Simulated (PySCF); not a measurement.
Peak assignment

Molfile (atoms numbered from 1):
```
C6H11NO2Si
     RDKit          3D

 21 21  0  0  0  0  0  0  0  0999 V2000
    3.8848   -0.4617    0.1716 C   0  0  0  0  0  0  0  0  0  0  0  0
    2.4966   -0.3885    0.3170 O   0  0  0  0  0  0  0  0  0  0  0  0
    1.4978    0.7021   -0.3149 Si  0  0  1  0  0  4  0  0  0  0  0  0
    1.7178    0.7661   -1.9236 O   0  0  0  0  0  0  0  0  0  0  0  0
   -0.0752    0.0872    0.1005 N   0  0  0  0  0  0  0  0  0  0  0  0
   -0.3970   -0.8023    1.0887 C   0  0  0  0  0  0  0  0  0  0  0  0
   -1.7482   -0.9413    1.1534 C   0  0  0  0  0  0  0  0  0  0  0  0
   -2.3082   -0.0887    0.1642 C   0  0  0  0  0  0  0  0  0  0  0  0
   -3.7601    0.0900   -0.1250 C   0  0  0  0  0  0  0  0  0  0  0  0
   -1.2545    0.5209   -0.4491 C   0  0  0  0  0  0  0  0  0  0  0  0
    4.1702   -0.3706   -0.8771 H   0  0  0  0  0  0  0  0  0  0  0  0
    4.2103   -1.4282    0.5570 H   0  0  0  0  0  0  0  0  0  0  0  0
    4.3683    0.3369    0.7386 H   0  0  0  0  0  0  0  0  0  0  0  0
    1.6785    2.0388    0.2516 H   0  0  0  0  0  0  0  0  0  0  0  0
    1.0736    1.1587   -2.5047 H   0  0  0  0  0  0  0  0  0  0  0  0
    0.3804   -1.2687    1.6584 H   0  0  0  0  0  0  0  0  0  0  0  0
   -2.2967   -1.5766    1.8214 H   0  0  0  0  0  0  0  0  0  0  0  0
   -3.9005    0.7396   -0.9856 H   0  0  0  0  0  0  0  0  0  0  0  0
   -4.2681    0.5325    0.7319 H   0  0  0  0  0  0  0  0  0  0  0  0
   -4.2288   -0.8714   -0.3309 H   0  0  0  0  0  0  0  0  0  0  0  0
   -1.2497    1.2421   -1.2440 H   0  0  0  0  0  0  0  0  0  0  0  0
  1  2  1  0
  2  3  1  0
  3  4  1  0
  3  5  1  0
  5  6  1  0
  6  7  2  0
  7  8  1  0
  8  9  1  0
  8 10  2  0
 10  5  1  0
  1 11  1  0
  1 12  1  0
  1 13  1  0
  3 14  1  1
  4 15  1  0
  6 16  1  0
  7 17  1  0
  9 18  1  0
  9 19  1  0
  9 20  1  0
 10 21  1  0
M  END
```

- shieldings: GIAO PBE0/pcSseg-1
- coordinates at the GFN2-xTB level
- run in PySCF 2.14.0 with density-fitted response routines
- equivalent nuclei averaged, one conformer, in vacuum, relativity neglected

Chemical shifts δ = σref − σ; TMS for $^{13}$C, $^{1}$H, all at this level.

Q: Assign these signals to the numbered atoms. $^{13}$C{$^{1}$H} NMR (computed): δ 129.2 (C), 127.5 (CH), 117.7 (CH), 117.3 (CH), 51.9 (CH3), 14.5 (CH3).

A: 
| δ (ppm) | atoms | environment | reason |
| --- | --- | --- | --- |
| 129.2 | C8 | substituted aromatic carbon | – |
| 127.5 | C6 | aromatic CH next to a ring nitrogen | – |
| 117.7 | C10 | aromatic CH next to a ring nitrogen | – |
| 117.3 | C7 | aromatic CH | – |
| 51.9 | C1 | methyl carbon bonded to O | pulled downfield by the heteroatom |
| 14.5 | C9 | methyl carbon on an aromatic ring | aliphatic region, no heteroatom directly attached |

C8 and C6; C10 and C7 lie closer than the usual error of such a calculation, so a measured spectrum could show them in the other order.

Q: Assign these signals to the numbered atoms. $^{1}$H NMR (300 MHz, computed): δ 6.83 (m, 1H), 6.38 (m, 1H), 6.09 (m, 1H), 5.19 (s, 1H), 4.08 (s, 3H), 2.33 (br s, 1H), 2.28 (s, 3H).

A: 
6.83 → H16, hydrogen on an aromatic CH next to a ring nitrogen: the ring current deshields protons in the ring plane
6.38 → H17, hydrogen on an aromatic CH: aromatic region
6.09 → H21, hydrogen on an aromatic CH next to a ring nitrogen: ring-current deshielding
5.19 → H14, hydrogen on a silicon bonded to N, 2 O
4.08 → H11/H12/H13, hydrogen on a methyl carbon bonded to O: its carbon carries O, an electronegative neighbour
2.33 → H15, hydrogen on an oxygen bonded to Si: exchangeable, gas-phase position
2.28 → H18/H19/H20, hydrogen on a methyl carbon on an aromatic ring: benzylic-type position, deshielded by the ring

H15 and H18/H19/H20 lie closer than the usual error of such a calculation, so a measured spectrum could show them in the other order.

OH/NH shifts are gas-phase values; hydrogen bonding in solution moves them, usually downfield. Shifts are as computed. Against solution values, carbons near 30 ppm lie about +3 ppm off and those near 130 ppm about +5 ppm. Of 1211 compounds with measured shifts, 218 miss one by over three times the rms of a fit or turn the order of signals round; such compounds aren't used in these exercises. Multiplicities follow the n + 1 count of equivalent neighbours, as no J values were calculated; m marks all less simple cases, F and P coupling included.
